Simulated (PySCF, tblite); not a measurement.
Isomers of C5H8FO (doublet state), one GFN2-xTB conformer each. Single-point energies are computed at B3LYP/pcH-1 (PySCF, gas phase, no added dispersion term), electronic only. GFN2-xTB treats the open shell by occupation alone, and not every SCF solution was tested for stability.

Task: Rank them by B3LYP/pcH-1 energy, lowest first (kJ/mol).
A. `[CH3:1][CH:2][C:3]1([F:4])[CH2:5][O:6][CH2:7]1` (doublet state) with C1–C2–C3–F4 5°
B. `[CH2:1]=[CH:2][C:3]([OH:4])[CH2:5][CH2:6][F:7]` (doublet state) with C1–C2–C3–O4 180°, C2–C3–O4–H 171°, C2–C3–C5–C6 -112°, C3–C5–C6–F7 -69°

Result: B (0.0), A (122.2).

As drawn, the lower has an O–H bond, which the higher lacks; the higher has a four-membered ring, which the lower lacks. GFN2-xTB itself gives, in the same order: 0.0, 61.8. Both levels put the same isomer lowest.

Task: What happens when harmonic zero-point energies from GFN2-xTB frequencies are added?

Result: 
```csv
SMILES,ZPE (kJ/mol),electronic (kJ/mol),with ZPE (kJ/mol)
C=C[C](O)CCF,308.9,0.0,0.0
C[CH]C1(F)COC1,307.6,122.2,120.8
```

The zero-point energies span 1.3 kJ/mol. The order is unchanged.
